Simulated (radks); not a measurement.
The numbers below are computed, except where a source is named.
Spherical jellium clusters: N electrons in a uniform positive sphere of charge N and radius rs N^(1/3), rs = 3.45 bohr. Level of theory: non-relativistic Kohn-Sham, LDA (Slater exchange, Perdew-Wang correlation), spin-polarised, spherical densities (a radial shooting solver with Libxc functionals). Levels are named by radial order and angular momentum (1s, 1p, 1d, 2s, ...), and open shells are averaged over m.

N = 21, configuration 1s2 1p6 1d10 2s2 1f(up 1, down 0). This is the lowest configuration that the search found. Occupied and some empty levels:

level    occupation  eigenvalue (eV)  <r> (bohr)
1s up             1          -6.0707       6.021
1s down           1          -6.0229       5.967
1p up             3          -5.1001       7.063
1p down           3          -5.0342       7.036
1d up             5          -3.8516       7.856
1d down           5          -3.7761       7.848
2s up             1          -3.1722       6.653
2s down           1          -3.1328       6.680
1f up             1          -2.4038       8.618
1f down           0          -2.3256       8.628
2p up             0          -1.6830       8.541
2p down           0          -1.6433       8.572
1g up             0         -0.84281       9.560
1g down           0         -0.76918       9.603
2d up             0         -0.47268       11.55
2d down           0         -0.44063       11.67

Energy (eV): total -37.6564, kinetic 46.607, external -1485.3, Hartree 730.53, exchange-correlation -85.944, background 756.45.
